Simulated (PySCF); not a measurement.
Excitation energy of O by level of theory

O [He] 2s2 2p4 (3P) → O [He] 2s1 2p5 (3P), as a difference of total energies. Calculation: PySCF 2.14, in x2c-TZVPPall with one added diffuse shell each of s, p, d type (6s4p3d1f, 40 functions); scalar relativity by spin-free X2C-1e. Correlated levels: valence: 1s2 frozen. The calculations carry no spin-orbit coupling.

```
           method  excitation energy (eV)
              UHF                  16.902
    MP2 (valence)                  16.039
SCS-MP2 (valence)                  15.972
   CCSD (valence)                  15.599
CCSD(T) (valence)                  15.269
```

Problem. How much does correlation contribute at CCSD(T) (valence)?

Solution. 15.269 − (16.902) = -1.633 eV, measured against UHF.

The upper state lies above the first ionisation limit, where it may autoionise and the basis confines it.

The coupled-cluster amplitudes are large for the upper state (T1 above 0.03 or a double amplitude above 0.15), so a single reference is strained.
